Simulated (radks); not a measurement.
Question: Numerical settings for neutral bismuth, [Hg] 6p3. All-electron calculation, Dirac Kohn-Sham, PBE, spin-unpolarised, spherical densities, finite nucleus; open shells fill j = l - 1/2 first; Fermi nuclear charge, rms radius 5.5211 fm. Program: a radial shooting solver on a logarithmic mesh with Libxc functionals. The defaults (mesh step 0.008 in ln r, mesh end at 40 bohr or more with all orbitals vanishing there, Anderson mixing 0.5 over 9 steps, residual threshold near 1e-9 with the energy settled to 1e-9 hartree or 1e-11 of itself, here a cap of 52 iterations) give E = -21574.940 hartree and 6p3/2 at -3.710 eV in 14 iterations. Run on one thread of a shared host, so times are rough (Intel(R) Xeon(R) 6975P-C): 0.13 s of CPU time, 0.13 s wall, 14 iterations on 2440 mesh points. One setting is changed at a time: mesh step in ln r 0.2; mesh step in ln r 0.03; mesh step in ln r 0.005; mesh end (bohr) 8; mesh end (bohr) 12; residual threshold 1e-13; residual threshold 1e-05; mixing 1.5; linear mixing, mixing 0.5; linear mixing, mixing 0.2; mixing history 3; iteration cap 8. Which runs fail to converge, and which converge to a wrong energy?

Answer: Not converged within the cap: mesh step in ln r 0.2; linear mixing, mixing 0.2; iteration cap 8. Settings that end as converged yet miss the energy by more than 1 mhartree: mesh end (bohr) 8 (+0.00462 hartree).
